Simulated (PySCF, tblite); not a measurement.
Species: C8H7O2P.
Z-matrix (Å and degrees, GFN2-xTB geometry), rows numbered from 1:
```
C 
O   1  1.4076
C   2  1.3580  1  118.73
C   3  1.3969  2  115.90  1   179.91
C   4  1.3760  3  120.47  2  -179.75
C   5  1.3942  4  120.47  3    -0.08
P   6  1.8336  5  117.17  4  -178.76
C   7  1.6428  6   97.84  5  -156.00
O   8  1.1628  7  172.89  6   175.27
C   6  1.3893  5  119.11  4    -0.77
C  10  1.3828  6  120.60  5     1.19
H   1  1.0887  2  105.61  3  -179.69
H   1  1.0947  2  111.53  3    61.69
H   1  1.0947  2  111.55  3   -61.08
H   4  1.0786  3  118.42  2     0.12
H   5  1.0804  4  119.84  3   179.83
H  10  1.0803  6  120.35  5  -178.74
H  11  1.0789  3  121.04  2    -0.26
```

The calculation used PBE0/pcSseg-1 in PySCF (dipole) on a GFN2-xTB geometry, gas phase.

Masses are those of the commonest isotopes; rigid-rotor values at the optimised geometry. The values belong to one conformer with, in the numbering `[CH3:1][O:2][c:3]1[cH:4][cH:5][c:6]([P:7]=[C:8]=[O:9])[cH:10][cH:11]1`, C1–O2–C3–C4 180°, C5–C6–P7–C8 -156°.

Question: What are A, B and C (MHz)?

Answer: Ia = 198.27, Ib = 1064.48, Ic = 1243.01 u·Å²; 505379 MHz·u·Å²/I gives A = 2549, B = 474.8, C = 406.6 MHz.

Question: Classify the top.

Answer: A near-prolate asymmetric top: κ = (2 × 474.8 − 2549 − 406.6)/(2549 − 406.6) = -0.94.

Question: Is it planar, by Δ = Ic − Ia − Ib?

Answer: Not planar: Δ = Ic − Ia − Ib = -19.74 u·Å². For a rigid frame Δ = −2 Σ m c², so Σ m c² = 9.87 u·Å² lies off the ab plane: 2.41 from hydrogen and 7.46 from heavier atoms. The atom farthest from that plane is 1.05 Å away.

Question: Give the coordinates in the principal-axis frame, origin at the centre of mass.

Answer: The sense of each axis is arbitrary; atoms in the order of the calculation.
```csv
atom,mass (u),a (Å),b (Å),c (Å)
C1,12.000,-4.063,1.163,-0.041
O2,15.995,-3.433,-0.082,0.147
C3,12.000,-2.080,-0.151,0.047
C4,12.000,-1.518,-1.414,0.246
C5,12.000,-0.155,-1.590,0.172
C6,12.000,0.683,-0.511,-0.105
P7,30.974,2.481,-0.854,-0.217
C8,12.000,3.020,0.658,0.133
O9,15.995,3.535,1.671,0.378
C10,12.000,0.123,0.742,-0.320
C11,12.000,-1.245,0.926,-0.237
H12,1.008,-5.127,0.976,0.090
H13,1.008,-3.885,1.556,-1.047
H14,1.008,-3.731,1.897,0.701
H15,1.008,-2.176,-2.241,0.460
H16,1.008,0.270,-2.571,0.330
H17,1.008,0.753,1.588,-0.555
H18,1.008,-1.647,1.913,-0.405
```

Question: Where do the levels up to J = 4 lie, in K?

Answer: Above 0(0,0), as E/k:
J = 1: 1(0,1) 0.042, 1(1,1) 0.142, 1(1,0) 0.145
J = 2: 2(0,2) 0.127, 2(1,2) 0.223, 2(1,1) 0.233, 2(2,1) 0.532, 2(2,0) 0.532
J = 3: 3(0,3) 0.253, 3(1,3) 0.345, 3(1,2) 0.365, 3(2,2) 0.659, 3(2,1) 0.659, 3(3,1) 1.164, 3(3,0) 1.164
J = 4: 4(0,4) 0.422, 4(1,4) 0.508, 4(1,3) 0.540, 4(2,3) 0.828, 4(2,2) 0.829, 4(3,2) 1.334, 4(3,1) 1.334, 4(4,1) 2.042, 4(4,0) 2.042

Question: Which types of transition are allowed, and where do some lines up to J = 2 fall?

Answer: The dipole components are |μa| = 2.66 D, |μb| = 1.00 D, |μc| = 0.27 D. The squared components, which scale the intensities, stand as 1.00 : 0.14 : 0.01 (a : b : c). Some lines, for components of 0.1 D or more:

```tsv
type	branch	J(Ka,Kc)	MHz	lower level (cm⁻¹)
a	R	1(0,1) ← 0(0,0)	881	0.000
a	R	2(1,2) ← 1(1,1)	1694	0.099
a	R	2(0,2) ← 1(0,1)	1761	0.029
a	R	2(1,1) ← 1(1,0)	1831	0.101
c	Q	2(1,2) ← 2(0,2)	2008	0.088
c	Q	1(1,1) ← 1(0,1)	2074	0.029
b	Q	1(1,0) ← 1(0,1)	2142	0.029
b	Q	2(1,1) ← 2(0,2)	2212	0.088
b	R	1(1,1) ← 0(0,0)	2956	0.000
c	R	1(1,0) ← 0(0,0)	3024	0.000
b	R	2(1,2) ← 1(0,1)	3769	0.029
c	R	2(1,1) ← 1(0,1)	3973	0.029
c	Q	2(2,1) ← 2(1,1)	6223	0.162
b	Q	2(2,0) ← 2(1,1)	6224	0.162
b	Q	2(2,1) ← 2(1,2)	6427	0.155
b	R	2(2,1) ← 1(1,0)	8054	0.101
c	R	2(2,0) ← 1(1,0)	8055	0.101
c	R	2(2,1) ← 1(1,1)	8122	0.099
b	R	2(2,0) ← 1(1,1)	8123	0.099
```

Question: Estimate the classical rotational partition function at 10 K, 50 K and 500 K.

Answer: Point group C1, symmetry number σ = 1; q = (√π/σ)·√((kT/h)³/(ABC)), k/h = 20836.6 MHz/K: 7600 at 10 K, 85000 at 50 K, 2690000 at 500 K.

Its lowest GFN2-xTB frequency is 13 cm⁻¹, too small to tell a flat minimum from a shallow saddle. Constants of a rigid frame at the computed geometry: no zero-point averaging, no centrifugal distortion. A rigid rotor knows nothing of internal rotation, which can split or shift real lines.
